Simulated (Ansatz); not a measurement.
Computed with Ansatz.

CBCl2N, SMILES `N#CB(Cl)Cl` at its PBE0-D4/def2-TZVP geometry, where that method's forces vanish. Total charge 0; spin multiplicity 1.

| atom | x (Å) | y (Å) | z (Å) |
| --- | --- | --- | --- |
| N1 | -0.823 | 0.721 | 1.880 |
| C2 | -0.388 | 0.339 | 0.884 |
| B3 | 0.192 | -0.168 | -0.439 |
| Cl4 | 1.584 | -1.191 | -0.407 |
| Cl5 | -0.565 | 0.300 | -1.919 |

For each bond, give half the difference of the two atoms' forces along it (eV/Å; positive pushes the atoms apart) under PBE-D4, r2SCAN-D4, B3LYP-D4, ωB97M-V in def2-TZVPP. (Estimate.)

The calculation gave: 
```tsv
bond	length (Å)	PBE-D4	r2SCAN-D4	B3LYP-D4	ωB97M-V
N1–C2	1.151	1.60	0.61	0.07	-0.38
C2–B3	1.531	-0.91	-0.40	-0.15	0.29
B3–Cl4	1.727	0.22	0.12	0.18	0.02
B3–Cl5	1.727	0.22	0.12	0.18	0.02
```

B3LYP here is the variant with VWN-RPA as its local correlation; programs differ in this.
